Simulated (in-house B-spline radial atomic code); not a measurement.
Settings and results of a run for Er VI (Er5+) (an excited or competing configuration). Computed with a B-spline radial code for spherical atoms: scalar-relativistic (X2C) TPSSh, spin-polarised, spherical fractional occupations, Fermi nucleus of rms radius 5.2516 fm.

Command:
```bash
python run_scf.py task.json out
```
Settings (nuclear radius in fm, mass in u):
```
Z                68
configuration    [Kr] 4d10 4f9 5s2 5p5 5d1
hamiltonian      x2c
method           tpssh
spin_polarised   True
nucleus          fermi
rms_radius       5.2516
atomic_mass      165.9303
speed_of_light   137.035999084
```

Output (hartree, bohr):
```
 radial grid: 68 intervals, B-splines of order 8, outer radius 25.4386 bohr

 iter        energy (Eh)    residual
    1      -13078.766987    1.15e-01
    2      -13078.772514    2.43e-03
    3      -13078.772607    5.63e-04
    4      -13078.772610    3.06e-04
    5      -13078.772610    6.79e-05
    6      -13078.772610    4.65e-05
    7      -13078.772610    1.03e-05
    8      -13078.772610    2.92e-07

 total energy                    -13078.77261
 kinetic                           14443.3886
 electron-nucleus                 -32189.4396
 Hartree                            4945.9602
 exact exchange                      -27.3651
 exchange-correlation               -251.3166

 orbital      occ     eigenvalue          <r>       <r^2>       <1/r>       r_max
 1s up      1.000     -2108.7006    0.0196141 0.000535112      83.918     0.01197
 1s down    1.000     -2108.6966    0.0196141 0.000535111     83.9181     0.01197
 2s up      1.000      -357.2485     0.085717  0.00874458     19.4616     0.07305
 2s down    1.000      -357.2431    0.0857155  0.00874424     19.4619     0.07305
 2p up      3.000      -316.9603    0.0762382  0.00711398     16.8533     0.05904
 2p down    3.000      -316.9537    0.0762369  0.00711368     16.8534     0.05904
 3s up      1.000       -82.8335     0.224808   0.0579012     7.00233      0.2072
 3s down    1.000       -82.7455     0.224637   0.0578112     7.00896      0.2071
 3p up      3.000       -70.4781       0.2239   0.0582133     6.29263      0.2036
 3p down    3.000       -70.3831      0.22369   0.0581018     6.29894      0.2035
 3d up      5.000       -54.6413     0.203961   0.0488397     5.89388      0.1665
 3d down    5.000       -54.5561       0.2037   0.0487024      5.8999      0.1664
 4s up      1.000       -19.0212     0.506248     0.28934     2.90491      0.4738
 4s down    1.000       -18.8058     0.506499    0.289599     2.90144      0.4737
 4p up      3.000       -14.9105     0.535089    0.325649     2.60705      0.4941
 4p down    3.000       -14.6922     0.535451    0.326066     2.60351       0.494
 4d up      5.000        -9.2998     0.576176    0.384502      2.2996        0.51
 4d down    5.000        -9.0677     0.576958    0.385582     2.29522      0.5099
 4f up      7.000        -3.1506     0.688601    0.586953     1.82377       0.495
 4f down    2.000        -2.8515     0.701145    0.612751     1.80236       0.497
 5s up      1.000        -4.5341      1.17251     1.53689     1.15159       1.075
 5s down    1.000        -4.3693      1.17998     1.55728     1.14277       1.079
 5p up      3.000        -3.4348      1.32048       1.956    0.995011       1.194
 5p down    2.000        -3.2719      1.33556     2.00285    0.982212       1.203
 5d up      1.000        -2.0094       1.6912     3.24074     0.75941       1.482
```

Run time, properties included: 0.24 s on 1 thread of AMD EPYC 9R45 96-Core Processor, on a shared host.

Caution: exact exchange at fractional occupations of open shells leaves self-interaction of up to several eV.

One-electron X2C: radii and densities carry no picture-change correction, so inner-shell <1/r> comes out high (for 1s by about 2 % at Z = 33, 5 % at 54, 10 % at 75, 30 % at 118) and <r> low.
